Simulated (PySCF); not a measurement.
BCl₃ (singlet). Computed with PBE0 in PySCF with B def2-TZVP, Cl def2-TZVP; no relativity; density-fitted integrals.

Harmonic bands of its minimum:

```json
{"ω (cm⁻¹)": "254", "IR (km/mol, summed over degenerate members)": "1.3", "degeneracy": "2"}
{"ω (cm⁻¹)": "455", "IR (km/mol, summed over degenerate members)": "4.9", "degeneracy": "1"}
{"ω (cm⁻¹)": "479", "IR (km/mol, summed over degenerate members)": "0.0", "degeneracy": "1"}
{"ω (cm⁻¹)": "969", "IR (km/mol, summed over degenerate members)": "695", "degeneracy": "2"}
```

**Question.** The central atom is B. Infer the point group and assign the bands.

**Answer.** D3h. The modes span 2e' + a2'' + a1': 254 e', 455 a2'', 479 a1', 969 e'. The computed geometry has B–Cl 1.737 Å (×3); Cl–B–Cl 120.0° (×3).
